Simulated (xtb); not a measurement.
C$_{6}$H$_{10}$O, charge +1, doublet, from a rough starting geometry (a state made from the parent by changing its charge; the spin is typed, not shown lowest); GFN2-xTB run with xtb.

Here is a job for xtb.
```
$ xtb mol.xyz --gfn 2 --chrg 1 --uhf 1 --opt vtight --json

# file mol.xyz
17

O      2.67185246     0.46284478    -0.04676857
C      1.54385553     0.29318850     0.18713012
C      0.54679517     1.40309575     0.30255561
C     -0.83236598     1.05189068    -0.51520014
C     -1.34375073    -0.21434045    -0.10145174
C     -0.34744188    -1.37038104    -0.36456643
C      0.92275420    -1.09958467     0.44796545
H      0.19845414     1.54607147     1.31367140
H      0.95967595     2.34340919    -0.04188539
H     -1.48200848     1.91220684    -0.43314180
H     -0.51491879     1.05390723    -1.60199835
H     -2.25114796    -0.49690231    -0.69443689
H     -1.61216799    -0.18618279     0.92173102
H     -0.72093705    -2.31742422    -0.02080187
H     -0.10502244    -1.40366155    -1.34168838
H      1.66109057    -1.79580916     0.26442403
H      0.71466181    -1.08122927     1.62593442
```

What the program printed (banner, timings and long lists left out):

```
   ID    Z sym.   atoms
    1    8 O      1
    2    6 C      2-7
    3    1 H      8-17

           -------------------------------------------------
          |                Calculation Setup                |
           -------------------------------------------------

           -------------------------------------------------
          |                 G F N 2 - x T B                 |
           -------------------------------------------------

          ...................................................
          :                      SETUP                      :
          :.................................................:
          :  # basis functions                  38          :
          :  # atomic orbitals                  38          :
          :  # shells                           24          :
          :  # electrons                        39          :
          :  max. iterations                   250          :
          :  Hamiltonian                  GFN2-xTB          :
          :  restarted?                      false          :
          :  GBSA solvation                  false          :
          :  PC potential                    false          :
          :  electronic temp.          300.0000000     K    :
          :  accuracy                    1.0000000          :
          :  -> integral cutoff          0.2500000E+02      :
          :  -> integral neglect         0.1000000E-07      :
          :  -> SCF convergence          0.1000000E-05 Eh   :
          :  -> wf. convergence          0.1000000E-03 e    :
          :  Broyden damping             0.4000000          :
          :  net charge                          1          :
          :  unpaired electrons                  1          :
          ...................................................

 iter      E             dE          RMSdq      gap      omega  full diag
   1    -21.7606874 -0.217607E+02  0.350E+00    4.67       0.0  T
   2    -21.8017137 -0.410263E-01  0.208E+00    3.64       1.0  T
   3    -21.7943643  0.734938E-02  0.128E+00    4.07       1.0  T
   4    -21.8078042 -0.134399E-01  0.554E-01    3.78       1.0  T
   5    -21.8126379 -0.483377E-02  0.166E-01    3.80       1.0  T
   6    -21.8129828 -0.344901E-03  0.692E-02    3.82       1.0  T
   7    -21.8129771  0.573375E-05  0.334E-02    3.81       1.0  T
   8    -21.8129883 -0.112276E-04  0.665E-03    3.81       3.6  T
   9    -21.8129885 -0.162552E-06  0.295E-03    3.81       8.2  T
  10    -21.8129886 -0.518492E-07  0.105E-03    3.81      23.1  T
  11    -21.8129886 -0.657224E-08  0.448E-04    3.81      54.1  T
  12    -21.8129886 -0.517712E-09  0.107E-04    3.81     226.7  T

   *** convergence criteria satisfied after 12 iterations ***

         :::::::::::::::::::::::::::::::::::::::::::::::::::::
         ::                     SUMMARY                     ::
         :::::::::::::::::::::::::::::::::::::::::::::::::::::
         :: total energy             -21.489307607390 Eh    ::
         :: gradient norm              0.198995835735 Eh/a0 ::
         :: HOMO-LUMO gap              3.814252239936 eV    ::
         ::.................................................::
         :: SCC energy               -21.812959654870 Eh    ::
         :: -> isotropic ES            0.105426960228 Eh    ::
         :: -> anisotropic ES         -0.012323686993 Eh    ::
         :: -> anisotropic XC          0.011299188208 Eh    ::
         :: -> dispersion             -0.009608770494 Eh    ::
         :: repulsion energy           0.323652047480 Eh    ::
         :: add. restraining           0.000000000000 Eh    ::
         :: total charge               1.000000000245 e     ::
         :::::::::::::::::::::::::::::::::::::::::::::::::::::

      -----------------------------------------------------------
     |                   =====================                   |
     |                        A N C O P T                        |
     |                   =====================                   |
     |               Approximate Normal Coordinate               |
     |                Rational Function Optimizer                |
      -----------------------------------------------------------
      -----------------------------------------------------------
     |                   =====================                   |
     |                        A N C O P T                        |
     |                   =====================                   |
     |               Approximate Normal Coordinate               |
     |                Rational Function Optimizer                |
      -----------------------------------------------------------

          ...................................................
          :                      SETUP                      :
          :.................................................:
          :   optimization level         verytight          :
          :   max. optcycles                   340          :
          :   ANC micro-cycles                  20          :
          :   degrees of freedom                45          :
          :.................................................:
          :   RF solver                   davidson          :
          :   write xtbopt.log                true          :
          :   linear?                        false          :
          :   energy convergence         0.1000000E-06 Eh   :
          :   grad. convergence          0.2000000E-03 Eh/α :
          :   maxmium RF displ.          1.0000000          :
          :   Hlow (freq-cutoff)         0.1000000E-01      :
          :   Hmax (freq-cutoff)         5.0000000          :
          :   S6 in model hess.         20.0000000          :
          ...................................................

generating ANC from exact Hessian ...
Using Lindh-Hessian (1995)
 Shifting diagonal of input Hessian by    1.6742729948031419E-003
 Lowest  eigenvalues of input Hessian
[...]
 * total energy  :   -21.4893076 Eh     change       -0.2752643E-10 Eh
 * total energy  :   -21.5161250 Eh     change       -0.2681741E-01 Eh
 * total energy  :   -21.5212396 Eh     change       -0.5114549E-02 Eh
 * total energy  :   -21.5216072 Eh     change       -0.3676565E-03 Eh
 * total energy  :   -21.5217167 Eh     change       -0.1094915E-03 Eh
 * total energy  :   -21.5217468 Eh     change       -0.3005751E-04 Eh
 * total energy  :   -21.5217532 Eh     change       -0.6405938E-05 Eh
 * total energy  :   -21.5217553 Eh     change       -0.2091580E-05 Eh
 * total energy  :   -21.5217558 Eh     change       -0.5258165E-06 Eh
 * total energy  :   -21.5217560 Eh     change       -0.1618378E-06 Eh
 * total energy  :   -21.5217560 Eh     change       -0.5787936E-07 Eh
   *** GEOMETRY OPTIMIZATION CONVERGED AFTER 11 ITERATIONS ***
         :: total energy             -21.521756019973 Eh    ::
[...]
           -------------------------------------------------

    * Orbital Energies and Occupations

         #    Occupation            Energy/Eh            Energy/eV
      -------------------------------------------------------------
         1        2.0000           -0.9475911             -25.7853
       ...           ...                  ...                  ...
         8        2.0000           -0.7518200             -20.4581
         9        2.0000           -0.7432481             -20.2248
        10        2.0000           -0.7358341             -20.0231
        11        2.0000           -0.7105475             -19.3350
        12        2.0000           -0.7062414             -19.2178
        13        2.0000           -0.6869414             -18.6926
        14        2.0000           -0.6790966             -18.4792
        15        2.0000           -0.6785194             -18.4635
        16        2.0000           -0.6515046             -17.7283
        17        2.0000           -0.6385313             -17.3753
        18        2.0000           -0.6313117             -17.1789
        19        2.0000           -0.6239115             -16.9775
        20        1.0000           -0.5969792             -16.2446 (HOMO)
        21                         -0.4659445             -12.6790 (LUMO)
        22                         -0.1489275              -4.0525
        23                         -0.1226651              -3.3379
        24                         -0.0900998              -2.4517
        25                         -0.0889045              -2.4192
        26                         -0.0836277              -2.2756
        27                         -0.0601579              -1.6370
        28                         -0.0449200              -1.2223
        29                         -0.0311556              -0.8478
        30                         -0.0121886              -0.3317
        31                          0.0043354               0.1180
       ...                                ...                  ...
        38                          0.5044268              13.7262
      -------------------------------------------------------------
                  HL-Gap            0.1310347 Eh            3.5656 eV
             Fermi-level           -0.5709535 Eh          -15.5364 eV

     #   Z          covCN         q      C6AA      α(0)
     1   8 O        0.856    -0.145    17.200     5.560
     2   6 C        2.809     0.283    22.216     7.722
     3   6 C        3.805    -0.074    21.908     6.663
     4   6 C        3.812    -0.060    21.639     6.621
     5   6 C        3.805    -0.069    21.820     6.650
     6   6 C        3.812    -0.060    21.639     6.621
     7   6 C        3.805    -0.074    21.908     6.663
     8   1 H        0.924     0.129     1.544     1.943
     9   1 H        0.924     0.133     1.513     1.924
    10   1 H        0.924     0.150     1.392     1.845
    11   1 H        0.924     0.097     1.815     2.107
    12   1 H        0.925     0.098     1.808     2.103
    13   1 H        0.925     0.084     1.934     2.175
    14   1 H        0.924     0.150     1.392     1.845
    15   1 H        0.924     0.097     1.815     2.107
    16   1 H        0.924     0.133     1.513     1.924
    17   1 H        0.924     0.129     1.544     1.943

 Mol. C6AA /au·bohr⁶  :       2010.463007
 Mol. C8AA /au·bohr⁸  :      45521.248281
 Mol. α(0) /au        :         66.417112

Wiberg/Mayer (AO) data.
largest (>0.10) Wiberg bond orders for each atom

 ---------------------------------------------------------------------------
     #   Z sym  total        # sym  WBO       # sym  WBO       # sym  WBO
 ---------------------------------------------------------------------------
     1   8 O    2.397 --     2 C    2.004
     2   6 C    3.888 --     1 O    2.004     7 C    0.875     3 C    0.875
     3   6 C    3.948 --     4 C    1.040     9 H    0.935     8 H    0.924
                             2 C    0.875
     4   6 C    3.980 --     3 C    1.040     5 C    0.973    11 H    0.960
                            10 H    0.868
     5   6 C    3.978 --     6 C    0.973     4 C    0.973    13 H    0.970
                            12 H    0.966
     6   6 C    3.980 --     7 C    1.040     5 C    0.973    15 H    0.960
                            14 H    0.868
     7   6 C    3.948 --     6 C    1.040    16 H    0.935    17 H    0.924
                             2 C    0.875
     8   1 H    0.983 --     3 C    0.924
     9   1 H    0.982 --     3 C    0.935
    10   1 H    0.973 --     4 C    0.868
    11   1 H    0.991 --     4 C    0.960
    12   1 H    0.990 --     5 C    0.966
    13   1 H    0.993 --     5 C    0.970
    14   1 H    0.973 --     6 C    0.868
    15   1 H    0.991 --     6 C    0.960
    16   1 H    0.982 --     7 C    0.935
    17   1 H    0.983 --     7 C    0.924
 ---------------------------------------------------------------------------

Topologies differ in total number of bonds
Writing topology from bond orders to xtbtopo.mol

molecular dipole:
                 x           y           z       tot (Debye)
 q only:       -0.336      -0.026       0.243
   full:       -0.312      -0.016       0.310       1.119
molecular quadrupole (traceless):
                xx          xy          yy          xz          yz          zz
 q only:       -2.910      -1.432       6.021       2.419      -0.402      -3.111
  q+dip:       -4.731      -1.805       5.980       1.895      -0.330      -1.250
   full:       -5.082      -1.886       6.390       2.520      -0.261      -1.308

optimized geometry written to: xtbopt.xyz

           -------------------------------------------------
          | TOTAL ENERGY              -21.521756019973 Eh   |
          | GRADIENT NORM               0.000095400020 Eh/α |
          | HOMO-LUMO GAP               3.565636655537 eV   |
           -------------------------------------------------

normal termination of xtb
```
